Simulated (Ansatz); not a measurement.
System: HBOCl, charge 0, doublet. HBOCl (SMILES O[B]Cl, doublet).
B3LYP-D3(BJ)/def2-TZVP minimum from Ansatz (a program for electronic structure):
```
B
O 1 1.3290
H 2 0.9702 1 116.62
Cl 1 1.7626 2 125.73 3 0.00
```
Charge 0, spin multiplicity 2.

Wanted: atomisation energy (electronic, to ground-state atoms), in kcal/mol. Radicals and triplets start from unrestricted determinants; spin-orbit coupling is neglected. CBS(X,Y): correlation extrapolated as X^-3, Hartree-Fock from the larger set (Q,5: extrapolated as (X+1)exp(-9√X)). A bracket is a step between two methods taken in the basis named. Functionals run without relativity, which enters their misses. '+ core + X2C': CCSD(T) terms for core correlation (cc-pwCVTZ, 1s frozen past Ne) and scalar relativity (cc-pVTZ-DK). Where a partner has so few electrons that a lower coupled-cluster level is exact, that level stands in.

CCSD(T)/CBS(cc-pV(Q+d)Z,cc-pV(5+d)Z) + [CCSDT(Q) - CCSD(T)]/cc-pV(D+d)Z + core + X2C (Ansatz) gives 340.5 kcal/mol.

Task: How far off this value is PBE/def2-TZVPD (Ansatz), in which direction, and which of these levels come nearer: r2SCAN/def2-TZVPD, B3LYP/def2-TZVPD, PBE0/def2-TZVPD, wB97M-V/def2-TZVPD, CCSD(T)/CBS(cc-pV(Q+d)Z,cc-pV(5+d)Z) + core + X2C?

Result: PBE gives 353.5 kcal/mol, 13.0 kcal/mol above it. Differences of the others: r2SCAN/def2-TZVPD (Ansatz) 8.1; B3LYP/def2-TZVPD (Ansatz) -3.6; PBE0/def2-TZVPD (Ansatz) 2.3; wB97M-V/def2-TZVPD (Ansatz) 0.1; CCSD(T)/CBS(cc-pV(Q+d)Z,cc-pV(5+d)Z) + core + X2C (Ansatz) -0.5 kcal/mol. Nearer than PBE: r2SCAN/def2-TZVPD, B3LYP/def2-TZVPD, PBE0/def2-TZVPD, wB97M-V/def2-TZVPD, CCSD(T)/CBS(cc-pV(Q+d)Z,cc-pV(5+d)Z) + core + X2C.
